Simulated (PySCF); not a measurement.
ClF₂Ga.

```xyz
4

Ga     0.0000     0.0000    -0.2967
F      0.0000    -1.4825    -1.1946
F      0.0000     1.4825    -1.1946
Cl     0.0000     0.0000     1.8060
```
Charge 0, spin multiplicity 1.

The structure is a stationary point at ωB97X-D3(BJ)/def2-SVP.

The numbers are results of HF/pcSseg-2 in PySCF, not measurements. Non-relativistic, no solvent.

Task: Give the absolute GIAO shielding of each atom: isotropic value and principal components (ppm). (The exact figures need the calculation; the answer reports its results.)

Result: 
```json
[
 {"atom": "Ga1", "σ(iso)": "1760.6", "σ11": "1489.8", "σ22": "1801.6", "σ33": "1990.2", "span": "500.4"},
 {"atom": "F2", "σ(iso)": "413.6", "σ11": "359.2", "σ22": "426.3", "σ33": "455.3", "span": "96.1"},
 {"atom": "F3", "σ(iso)": "413.6", "σ11": "359.2", "σ22": "426.3", "σ33": "455.3", "span": "96.1"},
 {"atom": "Cl4", "σ(iso)": "1064.7", "σ11": "1010.2", "σ22": "1067.6", "σ33": "1116.3", "span": "106.1"}
]
```
